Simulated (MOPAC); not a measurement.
MOPAC input (AM1):

```
AM1 1SCF CHARGE=1 GEO-OK AUX(PRECISION=9) THREADS=1
H6BN2O

N    -1.02406400 1   -0.83840800 1   -0.60892500 1
B    -0.16217800 1    0.01414300 1    0.04982300 1
N     1.36489400 1   -0.04061500 1   -0.34125100 1
O    -0.34522000 1    0.93521500 1    1.00708300 1
H    -0.75640500 1   -1.49667600 1   -1.32321400 1
H    -2.01398600 1   -0.86340300 1   -0.41563000 1
H     1.52783700 1    0.18837900 1   -1.32450300 1
H     1.87757000 1    0.64096500 1    0.22426100 1
H     1.78184500 1   -0.95891800 1   -0.17200700 1
H    -1.23002400 1    1.09037400 1    1.35655000 1
```

From the output:

```
                                                       MOPAC v23.2.5 Linux

          FINAL HEAT OF FORMATION =         21.35095 KCAL/MOL =      89.33239 KJ/MOL

          COSMO AREA              =         98.09 SQUARE ANGSTROMS
          COSMO VOLUME            =         79.79 CUBIC ANGSTROMS

          IONIZATION POTENTIAL    =         15.797467 EV
          HOMO LUMO ENERGIES (EV) =        -15.797 -4.414
          NO. OF FILLED LEVELS    =         12
          MOLECULAR WEIGHT        =         60.8702         POINT GROUP:  Cs

          MOLECULAR DIMENSIONS (Angstroms)

            Atom       Atom       Distance
            H     8    H     6     4.22099
            H    10    H     5     3.64737
            H     7    H     9     1.64592

          SCF CALCULATIONS        =          1

   ATOM   CHEMICAL          X               Y               Z
  NUMBER   SYMBOL      (ANGSTROMS)     (ANGSTROMS)     (ANGSTROMS)

     1       N         -1.02406400  *  -0.83840800  *  -0.60892500  *
     2       B         -0.16217800  *   0.01414300  *   0.04982300  *
     3       N          1.36489400  *  -0.04061500  *  -0.34125100  *
     4       O         -0.34522000  *   0.93521500  *   1.00708300  *
     5       H         -0.75640500  *  -1.49667600  *  -1.32321400  *
     6       H         -2.01398600  *  -0.86340300  *  -0.41563000  *
     7       H          1.52783700  *   0.18837900  *  -1.32450300  *
     8       H          1.87757000  *   0.64096500  *   0.22426100  *
     9       H          1.78184500  *  -0.95891800  *  -0.17200700  *
    10       H         -1.23002400  *   1.09037400  *   1.35655000  *

                             CARTESIAN COORDINATES

   1    N       -1.024064000    -0.838408000    -0.608925000
   2    B       -0.162178000     0.014143000     0.049823000
   3    N        1.364894000    -0.040615000    -0.341251000
   4    O       -0.345220000     0.935215000     1.007083000
   5    H       -0.756405000    -1.496676000    -1.323214000
   6    H       -2.013986000    -0.863403000    -0.415630000
   7    H        1.527837000     0.188379000    -1.324503000
   8    H        1.877570000     0.640965000     0.224261000
   9    H        1.781845000    -0.958918000    -0.172007000
  10    H       -1.230024000     1.090374000     1.356550000

           Empirical Formula: H6 N2 O B  =    10 atoms

      MOLECULAR POINT GROUP   :   Cs

                  EIGENVALUES
 -43.31551 -41.21003 -38.34829 -26.99501 -24.24603 -23.64545 -22.83250 -22.40795
 -20.28896 -19.10180 -19.06279 -15.79747  -4.41383  -2.62118  -2.48889  -1.58129
  -1.20566  -0.99781  -0.41733   0.77639   1.73004   3.08832

              NET ATOMIC CHARGES AND DIPOLE CONTRIBUTIONS

  ATOM NO.   TYPE          CHARGE      No. of ELECS.   s-Pop       p-Pop
    1          N          -0.434689        5.4347     1.44670     3.98799
    2          B           0.299896        2.7001     1.06514     1.63496
    3          N          -0.130257        5.1303     1.44945     3.68081
    4          O          -0.309101        6.3091     1.82087     4.48823
    5          H           0.245478        0.7545     0.75452
    6          H           0.259960        0.7400     0.74004
    7          H           0.251018        0.7490     0.74898
    8          H           0.260285        0.7397     0.73971
    9          H           0.251018        0.7490     0.74898
   10          H           0.306392        0.6936     0.69361
 DIPOLE           X         Y         Z       TOTAL
 POINT-CHG.     2.787    -1.068    -1.677     3.424
 HYBRID        -0.114    -0.344    -0.317     0.482
 SUM            2.674    -1.412    -1.995     3.622

          ATOMIC ORBITAL ELECTRON POPULATIONS

     Atom    s        px        py        pz
    1  N   1.44670   1.14146   1.41632   1.43021
    2  B   1.06514   0.55316   0.54349   0.53831
    3  N   1.44945   1.27736   1.20172   1.20173
    4  O   1.82087   1.40347   1.56031   1.52445
    5  H   0.75452
    6  H   0.74004
    7  H   0.74898
    8  H   0.73971
    9  H   0.74898
   10  H   0.69361

 **********************
 *                    *
 * JOB ENDED NORMALLY *
 *                    *
 **********************

 == MOPAC DONE ==
```

The dipole moment of an ion depends on the origin.

The geometry given is a B3LYP-D3(BJ)/def2-TZVP minimum.
